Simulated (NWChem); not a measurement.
System: Si2NH7O; SMILES N[Si@H](O)[SiH3]

Output (shortened):

```
             Northwest Computational Chemistry Package (NWChem) 7.3.0
             --------------------------------------------------------

 C1  symmetry detected

                             Geometry "geometry" -> ""
                             -------------------------

 Output coordinates in angstroms (scale by  1.889725989 to convert to a.u.)

  No.       Tag          Charge          X              Y              Z
 ---- ---------------- ---------- -------------- -------------- --------------
    1 N                    7.0000    -1.43030524     1.24474426    -0.24729504
    2 Si                  14.0000     0.02148095     0.55075351     0.37520759
    3 O                    8.0000     1.37979808     1.26593841    -0.30537786
    4 Si                  14.0000    -0.00905143    -1.75812073    -0.07784775
    5 H                    1.0000    -1.72726657     2.15325762     0.09098600
    6 H                    1.0000    -1.65560394     1.14078554    -1.22993911
    7 H                    1.0000    -0.01288467     0.80427705     1.84497201
    8 H                    1.0000     2.22813120     0.82968024    -0.13969112
    9 H                    1.0000    -0.31524557    -2.02002783    -1.51476983
   10 H                    1.0000    -1.03247383    -2.45977851     0.74724992
   11 H                    1.0000     1.31508211    -2.38577000     0.21224265

 Effective nuclear repulsion energy (a.u.)     225.4668720586

                                 NWChem DFT Module
                                 -----------------

 Summary of "ao basis" -> "ao basis" (spherical)
 ------------------------------------------------------------------------------
       Tag                 Description            Shells   Functions and Types
 ---------------- ------------------------------  ------  ---------------------
 N                         def2-tzvp                11       31   5s3p2d1f
 Si                        def2-tzvp                13       37   5s5p2d1f
 O                         def2-tzvp                11       31   5s3p2d1f
 H                         def2-tzvp                 4        6   3s1p

            General Information
            -------------------
          SCF calculation type: DFT
          Wavefunction type:  closed shell.
          No. of atoms     :    11
          No. of electrons :    50
           Alpha electrons :    25
            Beta electrons :    25
          Charge           :     0
          Spin multiplicity:     1
          Use of symmetry is: off; symmetry adaption is: off
          Maximum number of iterations: 150
          AO basis - number of functions:   178
                     number of shells:    76
          Convergence on energy requested:  1.00D-06
          Convergence on density requested:  1.00D-05
          Convergence on gradient requested:  5.00D-04

              XC Information
              --------------
                    Becke 1988 Exchange Functional  1.000
              Lee-Yang-Parr Correlation Functional  1.000

             Grid Information
             ----------------
          Grid used for XC integration:  medium
          Radial quadrature: Mura-Knowles
          Angular quadrature: Lebedev.
          Tag              B.-S. Rad. Rad. Pts. Rad. Cut. Ang. Pts.
          ---              ---------- --------- --------- ---------
          N                   0.65       49          12.0       434
          Si                  1.10       88          12.0       590
          O                   0.60       49          12.0       434
          H                   0.35       45          13.0       434
          Grid pruning is: on
          Number of quadrature shells:   589
          Spatial weights used:  Erf1

      Superposition of Atomic Density Guess
      -------------------------------------

 Sum of atomic energies:        -710.26534447

      Non-variational initial energy
      ------------------------------

 Total energy =    -711.755393
 1-e energy   =   -1429.714009
 2-e energy   =     492.491744
 HOMO         =      -0.311806
 LUMO         =       0.025603

------------------------------------------------------------
EAF file 0: "./job.aoints.0" size=471334912 bytes
------------------------------------------------------------
               write      read    awrite     aread      wait
               -----      ----    ------     -----      ----
     calls:      899         0         0         0         0
   data(b): 4.71e+08  0.00e+00  0.00e+00  0.00e+00
   time(s): 0.00e+00  0.00e+00  0.00e+00  0.00e+00  0.00e+00
rate(mb/s): 0.00e+00  0.00e+00
------------------------------------------------------------

     ---------------------------------------------
      Total Density - Mulliken Population Analysis
     ---------------------------------------------

    Atom       Charge   Shell Charges
 -----------   ------   -------------------------------------------------------
    1 N    7     7.93   0.82  1.16  0.57  0.81  0.17  1.63  1.92  0.83  0.00  0.01  0.00
    2 Si  14    13.21   2.00  0.59  1.39  0.82  0.41  4.11  1.73  0.49  1.01  0.28  0.16  0.17  0.05
    3 O    8     8.86   0.79  1.18  0.59  0.95  0.24  2.03  2.21  0.85  0.00  0.01  0.00
    4 Si  14    13.95   2.00  0.59  1.39  0.90  0.51  4.12  1.73  0.52  1.46  0.61  0.06  0.06  0.01
    5 H    1     0.67   0.22  0.34  0.08  0.04
    6 H    1     0.67   0.22  0.34  0.08  0.04
    7 H    1     1.07   0.23  0.54  0.29  0.01
    8 H    1     0.54   0.19  0.26  0.06  0.04
    9 H    1     1.04   0.22  0.54  0.26  0.01
   10 H    1     1.03   0.22  0.54  0.26  0.01
   11 H    1     1.03   0.22  0.54  0.26  0.01

   convergence    iter        energy       DeltaE   RMS-Dens  Diis-err
 ---------------- ----- ----------------- --------- --------- ---------
 d= 0,ls=0.0,diis     1   -713.1651789806 -9.39D+02  8.26D-03  1.60D+00
 d= 0,ls=0.0,diis     2   -712.9855592492  1.80D-01  6.85D-03  2.82D+00
 d= 0,ls=0.0,diis     3   -713.2283822775 -2.43D-01  1.69D-03  4.90D-01
 d= 0,ls=0.0,diis     4   -713.2680221332 -3.96D-02  6.48D-04  2.69D-02
 d= 0,ls=0.0,diis     5   -713.2700314200 -2.01D-03  2.72D-04  9.21D-03
  Resetting Diis
 d= 0,ls=0.0,diis     6   -713.2709768105 -9.45D-04  6.30D-05  1.79D-04
 d= 0,ls=0.0,diis     7   -713.2709972268 -2.04D-05  4.46D-05  1.86D-05
 d= 0,ls=0.0,diis     8   -713.2709938741  3.35D-06  2.70D-05  5.01D-05
 d= 0,ls=0.0,diis     9   -713.2709996566 -5.78D-06  4.79D-06  2.93D-06
 d= 0,ls=0.0,diis    10   -713.2709999356 -2.79D-07  7.34D-07  4.34D-08

         Total DFT energy =     -713.270999935599
      One electron energy =    -1434.391197750575
           Coulomb energy =      555.639213784241
    Exchange-Corr. energy =      -59.985888027889
 Nuclear repulsion energy =      225.466872058624

 Numeric. integr. density =       50.000029365296

                       DFT Final Molecular Orbital Analysis
                       ------------------------------------

 Vector   23  Occ=2.000000D+00  E=-2.811271D-01
              MO Center=  7.5D-01,  7.2D-01, -3.2D-02, r^2= 3.1D+00
   Bfn.  Coefficient  Atom+Function         Bfn.  Coefficient  Atom+Function
  ----- ------------  ---------------      ----- ------------  ---------------
    76      0.369650   3 O  pz               79      0.296396   3 O  pz
    82      0.225299   3 O  pz               47      0.136104   2 Si py
   115     -0.132384   4 Si py              151     -0.125982   7 H  s
   150     -0.100277   7 H  s                 6      0.099755   1 N  px
    35     -0.077434   2 Si s                73     -0.077195   3 O  s

 Vector   24  Occ=2.000000D+00  E=-2.396080D-01
              MO Center= -3.5D-01,  4.9D-01,  8.3D-02, r^2= 3.9D+00
   Bfn.  Coefficient  Atom+Function         Bfn.  Coefficient  Atom+Function
  ----- ------------  ---------------      ----- ------------  ---------------
     6      0.202158   1 N  px              115     -0.194327   4 Si py
    47      0.169818   2 Si py                9      0.167293   1 N  px
   151      0.166400   7 H  s                12      0.165067   1 N  px
    75     -0.164420   3 O  py               76     -0.144080   3 O  pz
    78     -0.127738   3 O  py              150      0.123714   7 H  s

 Vector   25  Occ=2.000000D+00  E=-2.254286D-01
              MO Center= -6.1D-01,  5.9D-01, -6.9D-02, r^2= 3.6D+00
   Bfn.  Coefficient  Atom+Function         Bfn.  Coefficient  Atom+Function
  ----- ------------  ---------------      ----- ------------  ---------------
     6      0.209947   1 N  px                7      0.204323   1 N  py
   115      0.195626   4 Si py               12      0.194633   1 N  px
     9      0.175930   1 N  px               10      0.165571   1 N  py
    75      0.144367   3 O  py              104      0.143652   4 Si s
    13      0.141051   1 N  py                8     -0.121713   1 N  pz

 Vector   26  Occ=0.000000D+00  E=-2.441342D-02
              MO Center= -2.3D-01,  4.0D-03,  2.9D-02, r^2= 6.3D+00
   Bfn.  Coefficient  Atom+Function         Bfn.  Coefficient  Atom+Function
  ----- ------------  ---------------      ----- ------------  ---------------
     5      0.850976   1 N  s               119      0.514553   4 Si pz
    50     -0.498849   2 Si py              163      0.493604   9 H  s
   139     -0.451158   5 H  s               118     -0.394109   4 Si py
   175     -0.391112  11 H  s               145     -0.360794   6 H  s
   169     -0.352603  10 H  s               157     -0.338311   8 H  s

[...]
```

Level: BLYP/def2-TZVP. The geometry was optimised at B3LYP/6-31G* (spherical d).

Q: Reconstruct the input file.

A: Several could match; the one computed here: the input that was run:
```
start job
memory heap 200 mb stack 900 mb global 1100 mb
geometry units angstroms noautoz
  N     -1.420757     1.244984    -0.301769
  Si     0.026013     0.573106     0.355690
  O      1.389709     1.283485    -0.319148
  Si     0.016668    -1.744497    -0.051398
  H     -1.728377     2.158093     0.013855
  H     -1.630872     1.119966    -1.285323
  H     -0.031631     0.855666     1.819418
  H      2.238227     0.856204    -0.132358
  H     -0.266636    -2.037022    -1.487108
  H     -1.014394    -2.436268     0.772536
  H      1.340291    -2.357518     0.270554
end
basis spherical
  * library def2-tzvp
end
dft
  xc becke88 lyp
  iterations 150
  semidirect filesize 400000000
  mulliken
end
task dft energy
```
